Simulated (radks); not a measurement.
These are the eigenvalues of the occupied orbitals of an atom or ion with whole-number occupations (Ry). Calculated with a radial shooting solver on a logarithmic mesh with Libxc functionals: non-relativistic Kohn-Sham, exchange-only B88, spin-polarised, spherical densities, point nucleus.

| orbital | eigenvalue |
|---|---|
| 1s | -359.5124 |
| 2s | -43.01695 |
| 2p | -36.59287 |
| 3s | -8.20607 |
| 3p | -6.46878 |

Which element is it, and in what charge state? The configuration may be excited. Open shells, if any, are filled with parallel spins first.

Answer. Z = 22, titanium, charge +4: Ti4+ in [Ar]. The list shows which subshells hold electrons but not how many an open one holds; the 1s level, -179.76 hartree, gives Z - s = 19.0 by -(Z - s)^2/2, which with screening narrows Z to a few neighbours, and the depths of the outer levels then fix element, charge and occupations together.
